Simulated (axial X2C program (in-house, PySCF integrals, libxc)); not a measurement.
**Potential curves of SrSi, 2c**

Calculated with an axial X2C code built on PySCF integrals. Two-component (2c) means X2C with spin–orbit coupling and atomic mean-field two-electron Coulomb and Gaunt terms. Basis: Sr dyall-cv3z [13s12p8d5f1g], Si dyall-v3z [8s7p2d1f] (cores contracted in-house); Gaussian nuclei, density fitting, unrestricted open shells. Masses: Sr 87.906 u, Si 27.977 u.

State: Ω = 2 (⟨Sz⟩ = 2.00, ⟨Lz⟩ = 0.00 at HF). Energies in eV from the lowest point of each curve. Fits are polynomials in 1 − R0/R over 0.85 to 1.23 times the lowest point R0.

```tsv
R (Å)	HF	CCSD(T)	PBE0
2.5430	0.7408		0.4296
2.6599	0.3774	0.2389	0.1787
2.7476	0.2001	0.1062	0.0704
2.8353	0.0866	0.0306	0.0146
2.9230	0.0237	0.0000	0.0000
3.0253	0.0000	0.0080	0.0226
3.1276	0.0168	0.0513	0.0769
3.2591	0.0809	0.1435	0.1789
3.4199	0.2020		0.3344
3.6538	0.4231		0.5890
```

Correlated methods: 14 electrons correlated (number of frozen shells: Sr 3 s, 2 p, 1 d; Si 2 s, 1 p), 234 virtual spin orbitals or spinors in MP2, 90 natural virtuals in coupled cluster.

One determinant describes the state; a PBE0 search over occupations chose it and may have missed a lower one. Density functionals use the spin component along the axis (collinear). Coupled cluster ran in a truncated set of natural virtual spinors; the MP2 energy of the rest was added. (T) has no such correction and the atoms are truncated less, which lowers De at CCSD(T) by a hundredth of an eV or more. Other states lie close and PBE0, whose exact exchange favours high spin, may order them wrongly; the determinant shown need not be the ground state. The nearest other 2c determinant of the search, Ω = 0, lies 0.53 eV up at the distance of the search. The spin of this state cannot come from the lowest atoms; the curve heads to a higher limit, and no De is given. With several unpaired electrons one determinant need not be a pure state. Open-shell Ω = 0 determinants with evenly filled partner blocks cannot be reached by this program, so the Ω shown need not be the lowest component. Coupled cluster ran on the points near the minimum only. MP2 and coupled cluster on one determinant become unreliable at the stretched end.

What are Re and ωe at the HF level?

At HF, 2c: Re = 3.029 Å, ωe ≈ 221 cm⁻¹; Be follows as 0.0866 cm⁻¹.

What are Re and ωe at the CCSD(T) level?

At CCSD(T), 2c: Re = 2.953 Å, ωe ≈ 231 cm⁻¹; Be follows as 0.0911 cm⁻¹.

Fit the PBE0 curve near its minimum: give the equilibrium distance and the harmonic wavenumber.

At PBE0, 2c: Re = 2.916 Å, ωe ≈ 232 cm⁻¹; Be follows as 0.0934 cm⁻¹.
